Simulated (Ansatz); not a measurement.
```yaml
atoms:
  - { symbol: N, position_ang: [-0.0001, -0.0010, 0.4673] }
  - { symbol: F, position_ang: [1.2166, -0.0007, -0.1210] }
  - { symbol: F, position_ang: [-0.6089, 1.0552, -0.1208] }
  - { symbol: F, position_ang: [-0.6092, -1.0534, -0.1213] }
```

Basis set: def2-TZVP (spherical functions). Correlated methods keep 4 orbitals frozen. Charge 0, multiplicity 1.

Computed with Ansatz (development build ahead of 0.2.0); each method stands on the lowest determinant of its kind that the runs found. Restricted open shells among the atoms or ions are ROHF, correlated in semicanonical orbitals with singles.

(1) Give the atomization energy at this shape (free ground-state atoms in the same class of orbitals less the molecule, no zero-point energy) of singlet NF3 by RHF-MP2, RHF.

Results:

(1)

```csv
method,atomization energy
RHF-MP2,8.98 eV
RHF,2.17 eV
```
